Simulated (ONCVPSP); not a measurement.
**Reading a pseudo-wave (arsenic (As))**

Columns: radius, all-electron u(r) and pseudo u(r) of the 4p shell (level -5.34 eV) of arsenic in the configuration [Ar] 3d10 4s2 4p3; LDA (Perdew-Wang 92), scalar-relativistic, ONCV scheme, ONCVPSP 4.0.1.

```csv
r (bohr),all-electron,pseudo
0.095,0.1705,0.0029
0.190,0.0578,0.0115
0.285,-0.1429,0.0260
0.380,-0.2626,0.0467
0.475,-0.2814,0.0740
0.570,-0.2277,0.1081
0.665,-0.1333,0.1491
0.760,-0.0219,0.1961
0.855,0.0921,0.2480
0.950,0.2001,0.3031
1.045,0.2976,0.3596
1.140,0.3827,0.4157
1.235,0.4548,0.4694
1.330,0.5145,0.5191
1.425,0.5625,0.5628
1.520,0.6000,0.5992
1.615,0.6280,0.6275
1.710,0.6478,0.6476
1.805,0.6604,0.6604
1.900,0.6668,0.6668
1.995,0.6680,0.6680
2.090,0.6648,0.6648
2.185,0.6579,0.6579
2.280,0.6480,0.6480
2.375,0.6356,0.6356
2.470,0.6212,0.6212
```

Question: How many radial nodes do the two functions have?

Answer: The all-electron 4p function has n − l − 1 = 2; the pseudo-wave has 0, since the states of the same l below it are removed with the core.

Question: At about which radius was the pseudo-wave matched?

Answer: 1.90 bohr. The columns agree to 0.0005 from 1.71 bohr on; several derivatives are matched, so the curves merge somewhat inside the radius.

Question: Is the pseudo-wave norm-conserving?

Answer: Yes: the ONCV scheme keeps the norm inside the radius equal to the all-electron one, which fixes the energy derivative of the logarithmic derivative at the level.
